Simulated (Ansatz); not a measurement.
```yaml
crystal:
  periodic: [false, false, false]
  atoms:
    - {symbol: B, position_ang: [-1.860734, 0.442935, 0.712573]}
    - {symbol: C, position_ang: [-0.899824, 0.389015, -0.384420]}
    - {symbol: C, position_ang: [0.302446, -0.045915, -0.234783]}
    - {symbol: O, position_ang: [0.931777, -0.510045, 0.822609]}
    - {symbol: Si, position_ang: [1.932062, -0.529135, -0.471705]}
    - {symbol: H, position_ang: [-1.561494, 0.089944, 1.763072]}
    - {symbol: H, position_ang: [-2.924493, 0.839676, 0.531541]}
    - {symbol: Xx, position_ang: [-1.132511, 0.699833, -1.351939]}
    - {symbol: H, position_ang: [3.011089, 0.387537, -0.426265]}
    - {symbol: H, position_ang: [2.281266, -1.812997, -0.957899]}
basis:
  gaussian: {orbitals: 6-31G}
hamiltonian: {xc: {name: r2SCANh}}
```

```sh
$ ansatz run in.yaml --threads 2 --pin off --events-out ev --progress --plain --max-ram 4352MiB
```

It prints (some lines left out):

```
Error: YAML parse error: error: line 11 column 16: `Xx` is not an element symbol (H … Og, case-exact)
 9 |     - {symbol: H, position_ang: [-1.561494, 0.089944, 1.763072]}
10 |     - {symbol: H, position_ang: [-2.924493, 0.839676, 0.531541]}
11 |     - {symbol: Xx, position_ang: [-1.132511, 0.699833, -1.351939]}
12 |     - {symbol: H, position_ang: [3.011089, 0.387537, -0.426265]}
13 |     - {symbol: H, position_ang: [2.281266, -1.812997, -0.957899]}
```

(1) Something in this input is off. What?

## Answers

(1) An element symbol is wrong. The input was rejected before any iteration.
